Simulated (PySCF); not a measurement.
Input for PySCF:
```python
from pyscf import gto, scf, dft

mol = gto.Mole()
mol.atom = '''
    I    -0.000000   -0.000000   -0.030036
    H     0.000000    0.000000    1.591930
'''
mol.basis = '3-21g'
mol.charge = 1
mol.spin = 1
mol.verbose = 5
mol.build()

mf = dft.UKS(mol)
mf.xc = 'camb3lyp'
mf.kernel()
mf.analyze()
```

**Question.** What does this run give for the HOMO energy, number of basis functions, nuclear repulsion energy, <S^2>, total energy?

**Answer.** 
| Property | Result |
|---|---|
| HOMO energy | -16.80 eV |
| number of basis functions | 33 |
| nuclear repulsion energy | 17.2916 Eh |
| <S^2> | 0.751 |
| total energy | -6890.444404 Ha |

These values belong to the state on which the SCF converged, which isn't shown to be the lowest.
